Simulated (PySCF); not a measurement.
Species: CH₂F₄Si.
Z-matrix (Å and degrees, PBE0-D3(BJ)/def2-SVP geometry), rows numbered from 1:
```
F 
Si  1  1.6193
C   2  1.9257  1  107.81
F   3  1.3380  2  112.56  1   -59.45
F   3  1.3374  2  112.47  1    62.27
F   3  1.3451  2  109.05  1  -178.62
H   2  1.4829  1  109.50  3   117.27
H   2  1.4828  1  109.55  3  -117.32
```

Level of theory: EOM-IP-CCSD/aug-cc-pVDZ in PySCF, restricted Hartree–Fock reference, 10 core orbitals frozen, non-relativistic, gas phase, PBE0-D3(BJ)/def2-SVP geometry.

Hartree–Fock orbital energies give these Koopmans values (eV): HOMO 13.75, HOMO-1 14.20, HOMO-2 17.52, HOMO-3 17.84, HOMO-4 18.24, HOMO-5 18.27, HOMO-6 18.66, HOMO-7 18.72.

Problem. What vertical ionisation energies does EOM-IP-CCSD give?

Solution. 
```csv
leading hole (HF orbital),Koopmans (eV),EOM-IP-CCSD (eV),change (eV),one-hole share
HOMO,13.75,12.41,-1.34,0.96
HOMO-1,14.20,13.45,-0.75,0.95
HOMO-3,17.84,15.11,-2.73,0.95
HOMO-4,18.24,15.67,-2.57,0.95
HOMO-5,18.27,15.71,-2.56,0.95
HOMO-2,17.52,15.86,-1.66,0.94
HOMO-7,18.72,16.48,-2.24,0.94
HOMO-6,18.66,16.53,-2.13,0.94
```

Problem. Does the order of the lines follow the orbital energies?

Solution. No: the HOMO-3 hole (15.11 eV) falls below the HOMO-2 hole (15.86 eV); the HOMO-4 hole (15.67 eV) falls below the HOMO-2 hole (15.86 eV); the HOMO-5 hole (15.71 eV) falls below the HOMO-2 hole (15.86 eV); the HOMO-7 hole (16.48 eV) falls below the HOMO-6 hole (16.53 eV). The corrections run from -2.73 to -0.75 eV, with a mean of -2.00 eV over the 8 lines; no line lies above its Koopmans value. Koopmans values leave out both the relaxation of the orbitals and the change in correlation energy.

Problem. At what kinetic energies would He I light (21.22 eV) eject these electrons?

Solution. 8.81 eV (HOMO), 7.77 eV (HOMO-1), 6.11 eV (HOMO-3), 5.55 eV (HOMO-4), 5.51 eV (HOMO-5), 5.36 eV (HOMO-2), 4.74 eV (HOMO-7), 4.69 eV (HOMO-6).

Lines less than 0.15 eV apart could change places at a higher level. One root was sought for each valence orbital with −ε under 21 eV, eight at most, so deeper holes and satellites are missing; no vibrational structure.

The run took 8.1 min of wall time on an Arm Neoverse V1 with one thread, shared host, and the process peaked at 2.9 GiB of memory.
